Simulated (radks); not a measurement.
Values are calculated unless marked as measured or tabulated.
How relativity changes the ionisation of the tungsten ion W2+ ([Xe] 4f14 5d4) to W3+ ([Xe] 4f14 5d3). Spin-unpolarised spherical Kohn-Sham, PBE, point nucleus unless stated (finite: rms radius 5.3658 fm), a radial shooting solver on a logarithmic mesh with Libxc functionals. A level marked "c x" has the speed of light scaled by that factor and shares open shells by 2j + 1; other Dirac levels either fill j = l - 1/2 first or share by 2j + 1.

level,E(W2+) (hartree),E(W3+) (hartree),IE (eV),HOMO,<r> HOMO (bohr)
non-rel.,-15290.3763,-15289.4153,26.150,5d,1.839
scalar-rel.,-16141.6109,-16140.6782,25.382,5d,1.877
"scalar-rel., finite nucleus",-16139.0853,-16138.1525,25.383,5d,1.877
"Dirac, 2j+1 shares",-16164.9708,-16164.0384,25.372,5d5/2,1.903
"Dirac, low j first",-16165.0439,-16164.1015,25.644,5d3/2,1.855
"Dirac, 2j+1 shares, finite nucleus",-16162.4216,-16161.4892,25.372,5d5/2,1.903
"Dirac, c x 2",-15484.5870,-15483.6335,25.945,5d5/2,1.854
"Dirac, c x 3",-15375.0209,-15374.0633,26.058,5d5/2,1.846
"Dirac, c x 5",-15320.5521,-15319.5924,26.117,5d5/2,1.841

NIST Atomic Spectra Database: 26.0 eV (semi-empirical). The relativistic part of the total energy of W2+ is -872 hartree (Dirac, 2j+1 shares, finite nucleus), 5.7 % of the non-relativistic value. Spin polarisation and multiplet splitting of open shells are left out at every level.

Beside tabulated values, note that relativity, absent from the non-relativistic runs, is large for the heavy elements, and spin-unpolarised runs miss the spin-polarisation part of the exchange energy of open shells.
